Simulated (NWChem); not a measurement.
System: CH$_{5}$BrSn; SMILES [Br][SnH2][CH3]

Output (shortened):

```
             Northwest Computational Chemistry Package (NWChem) 7.3.0
             --------------------------------------------------------

 C1  symmetry detected

                             Geometry "geometry" -> ""
                             -------------------------

 Output coordinates in angstroms (scale by  1.889725989 to convert to a.u.)

  No.       Tag          Charge          X              Y              Z
 ---- ---------------- ---------- -------------- -------------- --------------
    1 Sn                  50.0000     0.32146552    -0.78770850     0.00005715
    2 C                    6.0000    -1.61609635    -1.75733707     0.00047943
    3 Br                  35.0000    -0.08878006     1.65152422    -0.00001085
    4 H                    1.0000     1.28082448    -1.06683292    -1.37382665
    5 H                    1.0000     1.28164668    -1.06663786     1.37336128
    6 H                    1.0000    -2.16579742    -1.45330937     0.88524127
    7 H                    1.0000    -1.49974217    -2.83368477    -0.00654029
    8 H                    1.0000    -2.16632724    -1.45343538    -0.88358989

 Effective nuclear repulsion energy (a.u.)     575.0078723680

                                Z-matrix (autoz)
                                --------

 Units are Angstrom for bonds and degrees for angles

[...]

      ----------------------
      Optimization converged
      ----------------------

  Step       Energy      Delta E   Gmax     Grms     Xrms     Xmax
  ---- ---------------- -------- -------- -------- -------- --------
@    6   -2828.90767993 -1.5D-07  0.00005  0.00002  0.00036  0.00114
                                     ok       ok       ok       ok

                                Z-matrix (autoz)
                                --------

 Units are Angstrom for bonds and degrees for angles

[...]

 Rotational Constants
 --------------------
 A=   0.264834 cm-1  (  0.381029 K)
 B=   0.047293 cm-1  (  0.068042 K)
 C=   0.041238 cm-1  (  0.059331 K)

 Temperature                      =   298.15K
 frequency scaling parameter      =   1.0000

 Zero-Point correction to Energy  =   31.684 kcal/mol  (  0.050491 au)
 Thermal correction to Energy     =   35.460 kcal/mol  (  0.056509 au)
 Thermal correction to Enthalpy   =   36.052 kcal/mol  (  0.057453 au)

 Total Entropy                    =   81.844 cal/mol-K
   - Translational                =   41.979 cal/mol-K (mol. weight = 214.8574)
   - Rotational                   =   27.525 cal/mol-K (symmetry #  =        1)
   - Vibrational                  =   12.340 cal/mol-K

 Cv (constant volume heat capacity) =   19.163 cal/mol-K
   - Translational                  =    2.979 cal/mol-K
   - Rotational                     =    2.979 cal/mol-K
   - Vibrational                    =   13.204 cal/mol-K

[normal modes left out]

 ----------------------------------------------------------------------------
 Normal Eigenvalue ||           Projected Infra Red Intensities
  Mode   [cm**-1]  || [atomic units] [(debye/angs)**2] [(KM/mol)] [arbitrary]
 ------ ---------- || -------------- ----------------- ---------- -----------
    1       -0.000 ||    0.000129           0.003         0.126       0.040
    2       -0.000 ||    0.000561           0.013         0.547       0.175
    3        0.000 ||    0.000001           0.000         0.001       0.000
    4        0.000 ||    0.000538           0.012         0.524       0.168
    5        0.000 ||    0.000383           0.009         0.373       0.120
    6        0.000 ||    0.000456           0.011         0.445       0.143
    7       80.487 ||    0.000042           0.001         0.041       0.013
    8      114.380 ||    0.001039           0.024         1.012       0.325
    9      254.669 ||    0.026312           0.607        25.650       8.226
   10      364.956 ||    0.021506           0.496        20.965       6.723
   11      503.002 ||    0.000778           0.018         0.759       0.243
   12      535.973 ||    0.025562           0.590        24.919       7.991
   13      602.188 ||    0.115250           2.659       112.351      36.029
   14      710.953 ||    0.109007           2.515       106.266      34.078
   15      777.968 ||    0.106115           2.448       103.446      33.174
   16      795.668 ||    0.047619           1.099        46.422      14.887
   17     1217.050 ||    0.001364           0.031         1.330       0.426
   18     1425.953 ||    0.003929           0.091         3.831       1.228
   19     1431.412 ||    0.003007           0.069         2.931       0.940
   20     1939.339 ||    0.121363           2.800       118.310      37.940
   21     1946.177 ||    0.180307           4.160       175.772      56.368
   22     3075.502 ||    0.002195           0.051         2.140       0.686
   23     3193.613 ||    0.000217           0.005         0.211       0.068
   24     3204.348 ||    0.000027           0.001         0.026       0.008
 ----------------------------------------------------------------------------
```

Level: PBE0/def2-SVP with def2 effective core potentials on Sn. This build's default masses of Se (78.918 u) and Br (79.917 u) are each other's, which moves their modes by up to 0.6 %. def2 effective core potentials on Sn; no spin-orbit coupling.

Task: Write an input that gives this output.

Result: This is not unique; one that fits is the input that was run:
```
start job
memory heap 200 mb stack 900 mb global 1100 mb
geometry units angstroms
  Sn    -0.337959    -0.770224     0.252176
  C     -2.423754    -0.184203     0.271263
  Br     0.966405     1.215224    -0.436873
  H      0.075365    -1.973519    -0.873471
  H      0.312426    -1.216487     1.756690
  H     -2.557058     0.633587     0.971875
  H     -3.048184    -1.019918     0.560710
  H     -2.709695     0.146157    -0.721606
end
basis spherical
  * library def2-svp
end
ecp
  Sn library def2-ecp
end
dft
  xc pbe0
  iterations 150
end
driver
  maxiter 120
end
task dft optimize
dft
  grid fine
  convergence energy 1d-8 density 1d-7
end
task dft freq numerical
```
